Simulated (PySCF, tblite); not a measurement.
Species: C₂H₆N₂Si.
Atom-mapped SMILES: `[CH:1]#[C:2][SiH:3]([NH2:4])[NH2:5]` (hydrogens: H6 on C1; H7 on Si3; H8, H9 on N4; H10, H11 on N5)

Computed with GFN2-xTB (tblite), gas phase: Langevin dynamics at 400 K from the optimised GFN2-xTB geometry, time step 0.5 fs, friction 0.01 fs⁻¹, 2000 steps. Over the second half of the run the saved frames average 400 K.

Frame at 250 fs, instantaneous temperature 440 K:
```
atom  x, y, z in Å
C1      2.238    0.364    0.114
C2      1.150    0.120   -0.355
Si3    -0.681   -0.572   -0.600
N4     -1.034   -2.112    0.159
N5     -1.635    0.687    0.169
H6      3.245    0.675   -0.007
H7     -0.842   -0.805   -2.047
H8     -0.786   -1.972    1.156
H9     -0.620   -2.925   -0.278
H10    -1.478    1.687    0.098
H11    -2.559    0.409    0.273
```

Frame at 425 fs, instantaneous temperature 599 K:
```
atom  x, y, z in Å
C1      2.438   -0.301   -0.296
C2      1.260   -0.488   -0.369
Si3    -0.607   -0.774   -0.328
N4     -0.759   -2.373    0.406
N5     -1.379    0.610    0.321
H6      3.486   -0.215   -0.526
H7     -1.424   -0.889   -1.603
H8     -0.952   -2.493    1.381
H9     -0.393   -3.160   -0.074
H10    -0.865    1.405    0.719
H11    -2.235    0.667    0.811
```

Frame at 625 fs, instantaneous temperature 303 K:
```
atom  x, y, z in Å
C1      2.704   -0.394   -0.035
C2      1.536   -0.608   -0.150
Si3    -0.218   -0.827   -0.389
N4     -0.401   -2.555   -0.567
N5     -0.803   -0.436    1.203
H6      3.755   -0.248   -0.031
H7     -0.577    0.223   -1.375
H8      0.417   -3.041   -0.938
H9     -1.131   -2.949   -1.140
H10    -0.804    0.565    1.325
H11    -1.792   -0.728    1.368
```

Frame at 800 fs, instantaneous temperature 367 K:
```
atom  x, y, z in Å
C1      1.858    0.518    0.120
C2      1.005   -0.136   -0.468
Si3    -0.637   -0.903   -0.738
N4     -0.019   -2.514   -1.067
N5     -1.655   -0.830    0.734
H6      2.609    1.133    0.548
H7     -1.447   -0.571   -1.870
H8     -0.754   -3.224   -1.221
H9      0.640   -2.951   -0.431
H10    -1.764   -0.162    1.427
H11    -2.035   -1.735    0.972
```

Frame at 1000 fs, instantaneous temperature 565 K:
```
atom  x, y, z in Å
C1      1.294    1.005   -0.850
C2      0.431    0.139   -0.716
Si3    -0.852   -1.219   -0.756
N4     -0.126   -2.818   -0.559
N5     -2.244   -0.983    0.330
H6      1.805    1.887   -0.656
H7     -1.332   -1.293   -2.091
H8      0.324   -3.228    0.260
H9     -0.037   -3.362   -1.347
H10    -2.608   -0.080    0.406
H11    -1.933   -1.258    1.308
```

Task: What do single points at PBE0/pcSseg-1 (PySCF, gas phase) give on these frames?

Result: 
```
t (fs)  GFN2-xTB E above start (eV)  DFT E above lowest frame (eV)  HOMO (eV)  LUMO (eV)  dipole (D)
   250                         0.46                           0.04      -7.50      -0.02        0.49
   425                         0.41                           0.16      -6.83      -0.10        1.71
   625                         0.37                           0.00      -7.32       0.23        2.14
   800                         0.44                           0.13      -6.95      -0.17        2.17
  1000                         0.49                           0.08      -7.22      -0.20        1.63
```

The two levels order the frames differently by energy; measured from each level's lowest frame they differ by 0.12 eV at most. The HOMO–LUMO gap runs from 6.73 to 7.55 eV. These are instantaneous structures, not minima.

Task: And the isotropic GIAO shieldings (ppm) from the same runs?

Result: 
| atom | 250 fs | 425 fs | 625 fs | 800 fs | 1000 fs | mean | range |
| --- | --- | --- | --- | --- | --- | --- | --- |
| C1 | 90.0 | 90.6 | 86.7 | 77.3 | 82.9 | 85.5 | 13.3 |
| C2 | 73.3 | 90.9 | 93.3 | 90.8 | 81.3 | 85.9 | 20.0 |
| Si3 | 388.4 | 396.1 | 391.6 | 394.9 | 397.1 | 393.6 | 8.7 |
| N4 | 231.7 | 240.7 | 245.5 | 228.8 | 248.2 | 239.0 | 19.4 |
| N5 | 248.4 | 252.7 | 233.7 | 235.4 | 239.3 | 241.9 | 19.0 |
| H6 | 29.1 | 28.9 | 29.6 | 29.3 | 29.5 | 29.3 | 0.7 |
| H7 | 26.5 | 25.3 | 25.9 | 26.8 | 27.5 | 26.4 | 2.2 |
| H8 | 30.0 | 31.1 | 30.6 | 30.9 | 30.5 | 30.6 | 1.1 |
| H9 | 30.3 | 31.6 | 31.3 | 30.8 | 32.0 | 31.2 | 1.7 |
| H10 | 30.3 | 30.7 | 32.1 | 31.4 | 32.3 | 31.4 | 2.0 |
| H11 | 32.5 | 31.8 | 30.5 | 31.5 | 30.2 | 31.3 | 2.3 |

What follows is the cost of the whole dynamics run. On one thread, Arm Neoverse V1 (aarch64), no GPU, shared host with 64 logical CPUs at a one-minute load of 26, this took 7.5 s and 0.18 GiB of memory at its peak.
